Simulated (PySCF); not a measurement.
## SiCl4, singlet: data card

All numbers come from B3LYP in PySCF with Si def2-SVP, Cl def2-SVP; no relativity; density-fitted integrals.

The structure is a saddle point with 1 imaginary mode.

```xyz
5
charge 0 multiplicity 1, angstrom
Si    0.0000    0.0000    0.0000
Cl    2.1111    0.0000    0.0000
Cl    0.0000    2.1111    0.0000
Cl   -2.1111    0.0000    0.0000
Cl    0.0000   -2.1111    0.0000
```

```
Point group                                                                   : D4h
Bond lengths                                                                  : Si–Cl 2.111 Å (×4)
Bond angles                                                                   : Cl–Si–Cl 90.0° (×4), Cl–Si–Cl 180.0° (×2)
Dipole moment                                                                 : 0.00 D
Principal quadrupole moments (Buckingham, traceless) about the centre of mass : -3.29, -3.29, 6.57 D Å
Zero-point energy (real modes)                                                : 17.8 kJ/mol
Highest occupied level                                                        : -7.87 eV
Atomisation energy without zero-point energy                                  : 1243 kJ/mol
Lowest empty level                                                            : -3.14 eV
Principal polarisabilities                                                    : 34.2, 70.0, 70.0 bohr³
Rotational constants                                                          : 0.05408, 0.05408, 0.02704 cm⁻¹
```

Harmonic modes (masses in u: Si 27.977, Cl 34.969):
| symmetry | ω (cm⁻¹) | IR (km/mol, summed over degenerate members) | μ (u) |
| --- | --- | --- | --- |
| b2u | 126i | – | 34.97 |
| eu | 266 | 21.1 | 34.05 |
| b2g | 275 | 0.0 | 34.97 |
| a2u | 298 | 18.3 | 28.94 |
| b1g | 303 | 0.0 | 34.97 |
| a1g | 385 | 0.0 | 34.97 |
| eu | 596 | 557 | 29.60 |

In D4h the vibrations span b2u + 2eu + b2g + a2u + b1g + a1g. The a1g, b1g, b2g, b2u modes carry no infrared intensity, as symmetry demands. With a centre of inversion only u modes can be infrared active and only g modes Raman active.

Charges (e):
```tsv
atom	Mulliken	Löwdin	polar tensor	Mayer order to Si1
Si1	0.83	0.18	1.95	–
Cl2,3,4,5	-0.21	-0.05	-0.49	1.04
```

Mulliken populations on Si1: s 5.14, p 7.58, d 0.46.

Outer orbital energies (eV). occupied: -10.73, -9.70, -9.52, -9.52, -8.91, -8.81, -8.81, -7.87; empty: -3.14, -3.13, 2.44, 3.08.

Other isomers or separated fragments may lie lower. At this level a singlet minimum of Td symmetry lies 258 kJ/mol below this structure.

The final relaxation and frequency run took roughly 50 core-seconds on a shared host.
